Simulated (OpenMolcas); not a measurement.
# Mn4+ in a point-charge field

Mn4+ among 6 point charges of -1 e arranged as a trigonal antiprism (D3d), 1.76 Å from the ion, with a polar angle of 59.7° against the regular 54.74°.
```
   0.0000    1.5190    0.8890  -1.00
  -1.3155   -0.7595    0.8890  -1.00
   1.3155   -0.7595    0.8890  -1.00
   0.0000   -1.5190   -0.8890  -1.00
   1.3155    0.7595   -0.8890  -1.00
  -1.3155    0.7595   -0.8890  -1.00
```

| Property | Result |
| --- | --- |
| Program | OpenMolcas |
| Method | SS-CASPT2, IPEA 0.25 Eh, imaginary shift 0.1 Eh (closed shells correlated: 3s 3p) |
| Basis | ANO-RCC-VDZP [5s4p2d1f] |
| Scalar Hamiltonian | DKH2, point nucleus |
| Active space | 3 electrons in 5 orbitals (3d) |
| State averaging | 2S+1 = 4 even, 10 roots; 2S+1 = 2 even, 40 roots |
| Spin-orbit coupling | state interaction with AMFI integrals over the reference wave functions |

The lowest spin-free states (labels of D3, the rotations of D3d), above the lowest:

```json
{"State": "4A2", "Degeneracy": "1", "E (cm-1)": "0", "Free-ion L (%)": "F (100)"}
{"State": "4A1", "Degeneracy": "1", "E (cm-1)": "1210", "Free-ion L (%)": "F (100)"}
{"State": "4E", "Degeneracy": "2", "E (cm-1)": "2160", "Free-ion L (%)": "F (100)"}
{"State": "4E", "Degeneracy": "2", "E (cm-1)": "4060", "Free-ion L (%)": "F (99)"}
{"State": "4A2", "Degeneracy": "1", "E (cm-1)": "4780", "Free-ion L (%)": "F (100)"}
{"State": "4A2", "Degeneracy": "1", "E (cm-1)": "17850", "Free-ion L (%)": "P (100)"}
{"State": "2E", "Degeneracy": "2", "E (cm-1)": "19830", "Free-ion L (%)": "G (89)"}
{"State": "2S+1 = 2", "Degeneracy": "3", "E (cm-1)": "20110", "Free-ion L (%)": "G (91)"}
{"State": "2A1", "Degeneracy": "1", "E (cm-1)": "20160", "Free-ion L (%)": "G (100)"}
{"State": "4E", "Degeneracy": "2", "E (cm-1)": "20750", "Free-ion L (%)": "P (99)"}
{"State": "2A1", "Degeneracy": "1", "E (cm-1)": "21040", "Free-ion L (%)": "G (98)"}
{"State": "2E", "Degeneracy": "2", "E (cm-1)": "21450", "Free-ion L (%)": "G (96)"}
{"State": "2E", "Degeneracy": "2", "E (cm-1)": "25710", "Free-ion L (%)": "H (51)"}
{"State": "2A2", "Degeneracy": "1", "E (cm-1)": "26800", "Free-ion L (%)": "H (69)"}
{"State": "2E", "Degeneracy": "2", "E (cm-1)": "27040", "Free-ion L (%)": "H (88)"}
{"State": "2A1", "Degeneracy": "1", "E (cm-1)": "27280", "Free-ion L (%)": "H (87)"}
{"State": "2E", "Degeneracy": "2", "E (cm-1)": "27750", "Free-ion L (%)": "H (60)"}
{"State": "2A2", "Degeneracy": "1", "E (cm-1)": "28190", "Free-ion L (%)": "P (74)"}
{"State": "2A2", "Degeneracy": "1", "E (cm-1)": "28280", "Free-ion L (%)": "H (93)"}
{"State": "2E", "Degeneracy": "2", "E (cm-1)": "28340", "Free-ion L (%)": "H (59)"}
```

The lowest levels with spin-orbit coupling:

| E (cm-1) | Degeneracy | Label | 2S+1 | g |
| --- | --- | --- | --- | --- |
| 0 | 2 | E3/2 | 4 | 0.00 0.00 2.96 |
| 100 | 2 | E1/2 | 4 | 0.86 3.01 3.01 |
| 1410 | 2 | E1/2 | 4 | 2.72 3.45 3.45 |
| 1550 | 2 | E3/2 | 4 | 0.00 0.00 7.98 |
| 2230 | 2 | E1/2 | 4 | 0.09 0.09 2.56 |
| 2330 | 2 | E3/2 | 4 | 0.00 0.00 2.47 |
| 2360 | 2 | E1/2 | 4 | 0.83 0.83 4.61 |
| 2420 | 2 | E1/2 | 4 | 1.23 1.23 3.99 |
| 4120 | 2 | E1/2 | 4 | 0.30 0.30 3.17 |
| 4240 | 2 | E3/2 | 4 | 0.00 0.00 1.43 |
| 4330 | 2 | E1/2 | 4 | 1.61 2.35 2.35 |
| 4560 | 2 | E1/2 | 4 | 3.42 3.42 4.84 |
| 5160 | 2 | E3/2 | 4 | 0.00 0.00 6.24 |
| 5270 | 2 | E1/2 | 4 | 2.29 5.50 5.50 |
| 18030 | 2 | E3/2 | 4 | 0.00 0.00 5.98 |
| 18050 | 2 | E1/2 | 4 | 1.99 3.77 3.77 |
| 19800 | 2 | E3/2 | 2 | 0.00 0.00 1.98 |
| 19960 | 2 | E1/2 | 2 | 2.00 2.10 2.10 |
| 20050 | 2 | E1/2 | 2 | 0.21 2.73 2.73 |
| 20390 | 2 | E1/2 | 2 | 3.01 3.16 3.16 |

Powder χT (cm3 K/mol): 0.287 at 2 K, 0.343 at 10 K, 0.609 at 50 K, 0.809 at 100 K, 1 at 200 K, 1.13 at 300 K. The effective moment at 300 K is 2.828 √(χT) = 3.01 μB.

The lowest level has 2S+1 = 4, for which the spin-only value is χT = S(S+1) / 2 = 1.875 cm3 K/mol (g = 2). The computed 1.132 at 300 K differs by -0.743, through orbital momentum, spin-orbit coupling and any other state in reach.

Roots that are degenerate in the reference are averaged as groups; the widest CASPT2 spread within a group is 190 cm-1 (the 3-fold group of multiplicity 2 near 20100 cm-1 above the lowest state of its run). Shifts and gaps below about the spread of the groups concerned are not significant. The ground term spreads over less than 5000 cm-1, several times less than with real ligands, so orbital moments are less quenched and χT lies further from the spin-only value than at real sites. Free-ion shares, where given, are those of the reference states; single-state CASPT2 does not remix them. This is an electrostatic model: the charges have no orbitals. A group larger than the point group allows holds several states that coincide in this model. No measured value stands beside these numbers.

The CASPT2 steps took 3.3 s on 1 thread of Arm Neoverse V1, with other jobs on the host; the integral step is not counted.

A state without a sure symmetry label is named by its multiplicity alone.
